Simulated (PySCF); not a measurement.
C3H7BN2, SMILES C=C=CB(N)N. Coordinates come from a PBE0-D3(BJ)/def2-SVP optimisation. This is a generated structure with no PubChem entry under its InChIKey; it may be hypothetical. The values are those of a single conformer.

Computed equilibrium geometry at PBE0-D3(BJ)/def2-SVP (PySCF confirms it by a frequency run) as bond lengths and angles, and its point group (one conformer of several):
point group Cs.
Atoms: C1 C2 C3 B4 N5 N6 H7 H8 H9 H10 H11 H12 H13. Bond lengths (Å): C1–C2 1.310, C1–H7 1.095, C1–H8 1.095, C2–C3 1.310, C3–B4 1.581, C3–H9 1.099, B4–N5 1.416, B4–N6 1.413, N5–H10 1.010, N5–H11 1.009, N6–H12 1.010, N6–H13 1.009. Bond angles (°): C2–C1–H7 121.2, C2–C1–H8 121.2, H7–C1–H8 117.6, C1–C2–C3 177.3, C2–C3–B4 122.8, C2–C3–H9 117.2, B4–C3–H9 120.0, C3–B4–N5 118.1, C3–B4–N6 119.4, N5–B4–N6 122.5, B4–N5–H10 124.0, B4–N5–H11 122.3, H10–N5–H11 113.6, B4–N6–H12 121.3, B4–N6–H13 124.5, H12–N6–H13 114.2.
